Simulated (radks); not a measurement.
Question: Re+, 74 electrons, occupied as [Xe] 4f14 5d5 6s1 (the NIST ground configuration). Calculated with a radial shooting solver on a logarithmic mesh with Libxc functionals: scalar-relativistic Kohn-Sham, PBE, spin-unpolarised, spherical densities, point nucleus. Some entries of the table are withheld. Estimate them.

| orbital | occ. | eigenvalue (eV) | r(max) (bohr) |
|---|---|---|---|
| 1s | 2 | -71675.50 | 0.01124 |
| 2s | 2 | -12433.40 | (1) |
| 2p | 6 | -10850.11 | 0.05303 |
| 3s | 2 | -2884.534 | (2) |
| 3p | 6 | (3) | 0.1803 |
| 3d | 10 | -1889.033 | 0.1469 |
| 4s | 2 | -608.1188 | 0.4125 |
| 4p | 6 | -455.0449 | 0.4330 |
| 4d | 10 | -263.0939 | 0.4433 |
| 5s | 2 | -93.0249 | (4) |
| 5p | 6 | -54.8113 | (5) |
| 4f | 14 | -50.0694 | (6) |
| 5d | 5 | -12.9422 | 1.415 |
| 6s | 1 | -12.6835 | 2.477 |

Answer: 
(1) 2s r(max) (bohr): 0.06451
(2) 3s r(max) (bohr): 0.1819
(3) 3p eigenvalue (eV): -2417.757
(4) 5s r(max) (bohr): 0.9374
(5) 5p r(max) (bohr): 1.061
(6) 4f r(max) (bohr): 0.4168
